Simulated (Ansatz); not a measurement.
Reactions of BClH3NOSi, SMILES `O[Si]1(Cl)BN1`.

Gas-phase electronic energies from Ansatz, PBE0-D4/def2-TZVP geometries. CCSD(T)/CBS adds triple-zeta CCSD(T) − MP2 to the extrapolated MP2 energy (def2 sets, frozen cores). This one scheme is used for every species, atoms too. Functionals use def2-TZVPP. B3LYP here is the variant with VWN-RPA as its local correlation; programs differ in this. No spin–orbit coupling; open shells (•) take unrestricted orbitals. Spin–orbit coupling would lower the free atoms: a little for B, Cl, O, Si. One conformer a species, not always the lowest.

```json
{"reaction": "`O[Si]1(Cl)BN1` + H₂ → `O[SiH]1BN1` + HCl", "B2PLYP (kJ/mol)": "84", "HF/CBS(def2) (kJ/mol)": "73", "PBE-D4 (kJ/mol)": "89", "B3LYP-D4 (kJ/mol)": "87", "CCSD(T)/CBS(def2) (kJ/mol)": "88"}
{"reaction": "`O[Si]1(Cl)BN1` + `BO` → `BO[Si]1(O)BN1` + HCl", "B2PLYP (kJ/mol)": "10", "HF/CBS(def2) (kJ/mol)": "1", "PBE-D4 (kJ/mol)": "19", "B3LYP-D4 (kJ/mol)": "9", "CCSD(T)/CBS(def2) (kJ/mol)": "8"}
{"reaction": "`O[Si]1(Cl)BN1` → B• + Cl• + 3 H• + N• + O• + Si•", "B2PLYP (kJ/mol)": "2980", "HF/CBS(def2) (kJ/mol)": "2110", "PBE-D4 (kJ/mol)": "3095", "B3LYP-D4 (kJ/mol)": "3007", "CCSD(T)/CBS(def2) (kJ/mol)": "3014"}
{"reaction": "`O[Si]1(Cl)BN1` + H–F → `F[Si]1(Cl)BN1` + H₂O", "B2PLYP (kJ/mol)": "-37", "HF/CBS(def2) (kJ/mol)": "-42", "PBE-D4 (kJ/mol)": "-34", "B3LYP-D4 (kJ/mol)": "-36", "CCSD(T)/CBS(def2) (kJ/mol)": "-34"}
```

Largest T1 diagnostic: 0.014, for `BO[Si]1(O)BN1`.
